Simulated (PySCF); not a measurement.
A GIAO shielding run with PySCF (density fitting, non-relativistic, gas phase) on `[H][As]([H])C`, CH$_{5}$As:

```
{"job": {"kind": "nmr", "xc": "wB97X-D", "basis": "pcSseg-1", "pop": false}, "charge": 0, "multiplicity": 1}
As     0.469853     0.787126     0.890886
H      1.740174     0.838133     0.045650
H     -0.166545     1.923605     0.094640
C     -0.384930    -0.670921    -0.127437
H      0.113643    -1.616430     0.128502
H     -0.334766    -0.517226    -1.212778
H     -1.437439    -0.744297     0.180547
```

Hardware: 1 thread of an Arm Neoverse V2, shared host.

Task: How large is the calculation?

Result: 44 electrons, 83 basis functions and 505 auxiliary functions.

Task: How long does it take?

Result: 3.6 s of wall time, with 10 SCF cycles and 6 response iterations. Times on a shared host scatter by some tens of per cent.

Task: And these other runs on the same molecule and hardware: GIAO shielding at PBE0/pcSseg-1; spin–spin coupling at B3LYP/pcJ-1 (pcSseg-1 on As)?

Result: PBE0/pcSseg-1: 83 functions, 4 s; B3LYP/pcJ-1 (pcSseg-1 on As): 118 functions, 9.5 s.
